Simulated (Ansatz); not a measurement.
`[OH][Ti]([F])([Cl])[I]` + H–F → `[F][Ti]([F])([Cl])[I]` + H₂O at 500 K and 1 bar (ligand exchange at a Ti–O bond).

Gas-phase electronic energies from Ansatz, PBE0-D4/def2-TZVP geometries. CCSD(T)/CBS adds triple-zeta CCSD(T) − MP2 to the extrapolated MP2 energy (def2 sets, frozen cores). This one scheme is used for every species. def2 core potentials past Kr. For I, Ti outer-core shells are correlated without core-valence functions, which leaves a few kJ/mol of doubt a bond. Scalar relativity is left out up to krypton. One conformer a species, not always the lowest.

| species | CCSD(T)/CBS energy (Eh) | H − E (kJ/mol) | S (J/(mol·K)) |
| --- | --- | --- | --- |
| `[OH][Ti]([F])([Cl])[I]` | -1781.95525 | 90.9 | 442.7 |
| H–F | -100.39570 | 39.4 | 188.7 |
| `[F][Ti]([F])([Cl])[I]` | -1805.98222 | 58.6 | 420.3 |
| H₂O | -76.37941 | 73.2 | 206.3 |

H − E and S are ideal-gas, rigid-rotor, harmonic terms from PBE0-D4/def2-TZVP, for one conformer and one mirror image of each species. 1 Eh = 2625.50 kJ/mol, R = 8.31446 J/(mol·K).

Task: By hand: ΔE, ΔH, ΔS and ΔG.

Result: ΔE = (-1805.98222) + (-76.37941) − (-1781.95525) − (-100.39570) = -0.01068 Eh = -28.0 kJ/mol. Δ(H − E) = 58.6 + 73.2 − 90.9 − 39.4 = 1.5, so ΔH = -26.5 kJ/mol. ΔS = 420.3 + 206.3 − 442.7 − 188.7 = -4.8 J/(mol·K). ΔG = -26.5 − 500 × (-4.8)/1000 = -24.1 kJ/mol.

Task: By hand: the equilibrium constant, and the temperature at which ΔG would vanish if ΔH and ΔS stayed fixed.

Result: log₁₀ K = −ΔG/(RT ln 10) = 2.5. ΔG = 0 at ΔH/ΔS = 5521 K, far beyond where these terms or the molecules hold.

The number of gas molecules stays the same, so ΔS is small and ΔH decides. A doubt of 5 kJ/mol in ΔE shifts log₁₀ K by 0.5 here. Other conformers and mirror images would add mixing entropy, several J/(mol·K) or more a flexible species. These are equilibria of isolated gas molecules and say nothing of rates. Largest T1 diagnostic: 0.023 (customary marks: 0.02 for closed shells, 0.045 for open ones).
